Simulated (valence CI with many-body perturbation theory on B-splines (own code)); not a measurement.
The numbers below are computed, except where a source is named.
# Sensitivity of CI+MBPT for Pd¹⁵⁺

Level of theory: configuration interaction combined with many-body perturbation theory (CI+MBPT): three valence electrons over a frozen Dirac-Fock core [Ar] 3d10, radial functions for each j: 6 s, 6 p, 5 d, 3 f, 1 g, with the one-electron correlation potential Σ1 (screened to all orders), the two-electron term Σ2, the three-electron term Σ3, Breit, model QED; selected single and double excitations, second order for the rest, scaled by the run's own slope (own B-spline code, finite nucleus).

No measured levels were compared; by estimate levels hold to about 250 cm⁻¹ or 0.2 % of their energy and the worst to 1 %, as in measured heavy ions of charge 2 to 7; those with d or f electrons hold less well.

The reference run has the lowest level 4s2 4p 2P°_1/2 and an ionisation energy of 369.892 eV. Its largest variational space holds 3076 state functions.

Names give the largest LS component (configuration and term), which can be under half, so a name can repeat, a term be missing and a line seem to break the LS rules; names also repeat where a configuration has a term twice. Letters in brackets count levels of one name in rising energy.

Changed runs:
A. scale of Σ2 1 → 0
B. natural orbitals for correlation on → off; cutoff of virtual states (hartree) 4232 → 1080
C. Davidson tolerance 2e-05 → 0.001
D. correlating orbitals by l 3 3 3 2 1 → 2 2 1 1 0; natural orbitals for correlation on → off (bad on purpose)

Excitation energies of the reference run in cm⁻¹, and shifts in cm⁻¹:

```
                 Level  Reference       A       B  C       D
        4s2 4p 2P°_3/2      52578    -184    -8.6  0    -5.8
         4s 4p2 4P_1/2     261641   -2748    -369  0    -456
         4s 4p2 4P_3/2     290181   -3239    -473  0    -571
         4s 4p2 4P_5/2     310117   -2855    -371  0    -444
         4s 4p2 2D_3/2     355045    -579    +110  0    +145
         4s 4p2 2D_5/2     372698   -1485     -22  0     -12
         4s 4p2 2P_1/2     390478   +4275    +564  0    +654
         4s 4p2 2S_1/2     442622   +3319    +704  0    +802
         4s 4p2 2P_3/2     450288   +5826    +458  0    +555
         4s2 4d 2D_3/2     564310   +4293    +545  0    +810
         4s2 4d 2D_5/2     572982   +4194    +537  0    +803
       4p3 4S°_3/2 [a]     649985   +1606     -62  0    -108
Ionisation energy (eV)    369.892  +0.207  -0.054  0  -0.053
```

No effect on these energies: C.
